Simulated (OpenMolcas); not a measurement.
**Pr3+ in SrO**

Pr3+ with its 6 nearest oxide ions at 2.444 Å, on the Sr site of SrO (a = 5.1602 Å, distance in the model lattice 2.580 Å). The rest of the host is ab initio model potentials to 7.6 Å, with orthogonalisation functions on the cations behind the ligands, and point charges beyond; the distance is set by hand and nothing relaxes, and no local charge compensation is placed. Ligand basis ANO-RCC-VDZP.

| Item | Value |
| --- | --- |
| Program | OpenMolcas 26.06 |
| Method | CASSCF |
| Basis | ANO-RCC-VDZP [7s6p4d2f1g] |
| Scalar Hamiltonian | DKH2, point nucleus |
| Active space | 2 electrons in 7 orbitals (4f) |
| State averaging | 2S+1 = 3 even, 21 roots; 2S+1 = 1 even, 27 roots kept (CI in the orbitals of an earlier block) |
| Spin-orbit coupling | state interaction with AMFI integrals over the reference wave functions |

The lowest spin-free states (labels of O, the rotations of Oh), above the lowest:

| State | Degeneracy | E (cm-1) | Free-ion L (%) |
| --- | --- | --- | --- |
| 3T1 | 3 | 0.0 | H (100) |
| 3T2 | 3 | 635.7 | H (100) |
| 3E | 2 | 1129 | H (100) |
| 3T1 | 3 | 1166 | H (97) |
| 3T1 | 3 | 6353 | F (97) |
| 3T2 | 3 | 6777 | F (100) |
| 1A1 | 1 | 7011 | G (99) |
| 1E | 2 | 7012 | G (100) |
| 1T1 | 3 | 7038 | G (100) |
| 3A2 | 1 | 7203 | F (100) |
| 1T2 | 3 | 7948 | G (100) |
| 1T2 | 3 | 20761 | D (99) |
| 1E | 2 | 22029 | D (97) |
| 1A1 | 1 | 24910 | I (99) |
| 1T1 | 3 | 25077 | I (100) |
| 1T2 | 3 | 25282 | I (100) |
| 1A2 | 1 | 26078 | I (100) |
| 1T2 | 3 | 26520 | I (99) |
| 1E | 2 | 26708 | I (97) |
| 3T1 | 3 | 28047 | P (100) |

The lowest levels with spin-orbit coupling:

```csv
E (cm-1),Degeneracy,Label,2S+1,J,|mJ| (%)
0.0,1,A1,3,4.02,0 (58)
377.9,3,T1,3,4.05,1 (58)
663.6,2,E,3,4.02,2 (50)
1155,3,T2,3,4.00,3 (58)
2561,3,T1,3,4.99,5 (34)
2682,3,T2,3,5.03,2 (33)
3107,2,E,3,4.96,2 (49)
3283,3,T1,3,4.98,3 (56)
4732,2,E,3,5.98,0 (43)
4830,3,T2,3,5.98,1 (54)
5141,1,A2,3,5.99,2 (69)
5491,3,T2,3,5.91,5 (37)
5583,3,T1,3,5.91,4 (33)
5629,1,A1,3,5.89,4 (84)
7309,2,E,3,2.14,2 (50)
7479,3,T2,3,2.22,1 (64)
8560,3,T1,3 (58 %),3.94,1 (50)
8574,1,A1,1 (53 %),4.14,0 (56)
8648,2,E,1 (57 %),4.01,2 (50)
8781,3,T2,3 (90 %),3.30,1 (34)
```

Powder χT (cm3 K/mol): 0.0105 at 2 K, 0.0526 at 10 K, 0.263 at 50 K, 0.523 at 100 K, 0.951 at 200 K, 1.2 at 300 K. The effective moment at 300 K is 2.828 √(χT) = 3.10 μB.

Hund's rules give f2 the level 3H4 with g = 0.800, so an isolated free-ion multiplet has χT = g² J(J+1) / 8 = 1.600 cm3 K/mol. The computed 1.199 at 300 K differs by -25 %, through the field's splitting, the mixing of terms and any other multiplet in reach.

Stevens parameters of the J = 4 multiplet, which is 1155 cm-1 wide (cm-1, z along the main axis): B40 = -3.353e-01, B44 = -1.668e+00, B60 = 1.006e-03, B64 = -2.125e-02.

Metal share of the active 4f orbitals (Löwdin): 99, 99, 99, 100, 100, 100, 100 %; Mulliken charge of the metal 2.31.

Without dynamic correlation the ligand-field splitting of an f shell can come out too small, at times by half. The first state left out of the spin-orbit step lies near 62000 cm-1 above the lowest spin-free state of the reference (among the parities and spins computed), and the lists stop at four fifths of that energy or lower. No measured value stands beside these numbers; the geometry was set by hand and not optimised.
